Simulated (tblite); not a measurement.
C₃H₄F₂O₂Si.
Cartesian coordinates in Å at the GFN2-xTB level; atoms count from 1:
```xyz
12
C3H4F2O2Si angstrom
F     -2.5120   -1.0068    1.2837
C     -1.8383   -0.7564    0.1528
F     -2.3524   -1.5799   -0.7706
C     -1.5909    0.6735   -0.2268
C     -0.2915    0.3959   -0.0485
O      0.8519    0.9723   -0.1209
Si     2.3397    0.2778    0.1927
O     -0.4445   -0.9519    0.3157
H     -2.2032    1.4975   -0.5048
H      2.5434   -0.8334   -0.7295
H      3.1288    1.4652   -0.0964
H      2.3701   -0.1547    1.5855
```

Calculated harmonic vibrations of the isolated species, GFN2-xTB (tblite), most abundant isotopes, no scaling. This tight-binding method is rough: wavenumbers can miss measured ones by several per cent, in bad cases by 10 to 20. Modes of hydrogen on silicon can be 10 to 20 % off. One conformer, not necessarily the lowest.

Harmonic wavenumbers (cm⁻¹): 56.7, 87.7, 93.2, 145.9, 330.2, 361.5, 404.2, 481.1, 542.0, 578.0, 593.0, 617.1, 672.7, 673.4, 733.0, 741.1, 772.7, 804.6, 871.6, 956.1, 1043.1, 1081.6, 1115.4, 1239.5, 1300.9, 1766.5, 2299.9, 2314.2, 2349.0, 3243.9.

A = 4763, B = 897.5, C = 876.8 MHz; mass 137.995 u (most abundant isotopes); point group Cs, symmetry number 1.

Problem. What is the zero-point energy?

Solution. ½Σν̃ = 14135 cm⁻¹ = 40.41 kcal/mol.

Problem. Give the ideal-gas entropy at 298.15 K and 1 bar in the rigid-rotor, harmonic-oscillator model (classical rotation).

Solution. Translation 40.70, rotation 28.84, vibration 22.74: S = 92.3 cal/(mol K).

Problem. And Cp and H(298.15 K) − H(0)?

Solution. Cp = 32.79 cal/(mol K), of which vibrations give 24.85 (their classical limit is 30 R = 59.6); H(298.15 K) − H(0) = 5.98 kcal/mol without the zero-point energy, 3.61 from vibrations.

Problem. How do the functions run with temperature in this model?

Solution. 
| T (K) | S (cal/(mol K)) | Cp (cal/(mol K)) | H − H(0) (kcal/mol) | G − H(0) (kcal/mol) | ln q(vib) |
| --- | --- | --- | --- | --- | --- |
| 150 | 74.7 | 19.7 | 2.08 | -9.13 | 2.37 |
| 250 | 86.9 | 28.8 | 4.50 | -17.22 | 4.37 |
| 400 | 103.0 | 39.8 | 9.70 | -31.48 | 7.44 |
| 600 | 120.9 | 48.7 | 18.63 | -53.94 | 11.44 |
| 900 | 142.2 | 55.9 | 34.45 | -93.55 | 16.89 |

q(vib) and H(0) count from the zero-point level.

Problem. Which modes carry the vibrational entropy at 298.15 K?

Solution. 56.7 cm⁻¹: 4.57; 87.7 cm⁻¹: 3.71; 93.2 cm⁻¹: 3.59; 145.9 cm⁻¹: 2.73; 330.2 cm⁻¹: 1.26; 361.5 cm⁻¹: 1.12 cal/(mol K); the other 24 give 5.77 together.

Problem. What must be added to the electronic energy to get the Gibbs energy at 298.15 K and 1 bar?

Solution. ZPE + [H(298.15 K) − H(0)] − T·S = 40.41 + 5.98 − 27.52 = 18.87 kcal/mol.

Problem. Blend soft modes into free rotors: weight 1/[1 + (100 cm⁻¹/ν̃)⁴] for the oscillator and the rest for a rotor with moment μB/(μ + B), μ = h/(8π²ν), B = 10⁻⁴⁴ kg m². What vibrational entropy results?

Solution. 20.83 cal/(mol K) in place of 22.74, which changes −T·S at 298.15 K by +0.57 kcal/mol.

Hindered rotation and anharmonicity are outside this model. Other conformers, if any are populated, would add a mixing term that is left out.
